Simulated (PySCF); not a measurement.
SMILES [CH3][Al]([CH3])[S][SiH3], CAM-B3LYP/def2-SVP optimised geometry.

```
14

Si    -0.76     1.59     0.00
S     -1.55     0.65    -1.76
Al    -0.80    -1.41    -1.64
C     -1.34    -2.59    -3.09
C      0.33    -1.95    -0.14
H     -1.22     0.92     1.25
H      0.73     1.59     0.00
H     -1.24     3.00     0.00
H     -0.46    -3.03    -3.59
H     -1.93    -3.44    -2.70
H     -1.95    -2.09    -3.86
H      0.65    -3.00    -0.22
H     -0.20    -1.83     0.82
H      1.24    -1.32    -0.08
```

Density from CAM-B3LYP/def2-TZVP (PySCF 2.14.0) at that geometry.

Minimum of the electron density along straight lines between bonded atoms, close to the bond critical point (lines longer than 1.1 times the sum of covalent radii, or with two minima, are not listed):

| bond | length / Å | ρ at the minimum / e bohr⁻³ | ∇²ρ there / e bohr⁻⁵ | position (fraction from the first atom) |
|---|---|---|---|---|
| Si1–S2 | 2.145 | 0.098 | 0.07 | 0.36 |
| S2–Al3 | 2.200 | 0.069 | 0.20 | 0.63 |
| Al3–C4 | 1.946 | 0.089 | 0.26 | 0.41 |
| Al3–C5 | 1.951 | 0.088 | 0.25 | 0.41 |
| Si1–H6 | 1.489 | 0.122 | 0.14 | 0.49 |
| Si1–H7 | 1.489 | 0.122 | 0.14 | 0.49 |
| Si1–H8 | 1.486 | 0.123 | 0.14 | 0.49 |
| C4–H9 | 1.103 | 0.263 | -0.85 | 0.64 |
| C4–H10 | 1.103 | 0.263 | -0.85 | 0.64 |
| C4–H11 | 1.100 | 0.267 | -0.87 | 0.64 |
| C5–H12 | 1.101 | 0.265 | -0.86 | 0.64 |
| C5–H13 | 1.103 | 0.263 | -0.85 | 0.64 |
| C5–H14 | 1.103 | 0.263 | -0.85 | 0.64 |
